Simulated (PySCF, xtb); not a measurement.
B(F)(OH)(SH) (BFH2OS), SMILES OB(F)S. The values are those of a single conformer.

Harmonic wavenumbers (cm⁻¹) from GFN2-xTB (xtb) at its own minimum, in rising order: 268, 341, 363, 442, 586, 624, 793, 910, 1161, 1307, 2480, 3598.

Problem. What does B3LYP-D3(BJ)/def2-SVP (PySCF) give at its own minimum? (Estimate from the structure and the level; the computed values follow.)

Solution. 302, 346, 402, 479, 606, 657, 826, 990, 1281, 1442, 2689, 3830. Paired by order, the mean absolute difference is 82 cm⁻¹ and the zero-point energies are 18.4 and 19.8 kcal/mol.
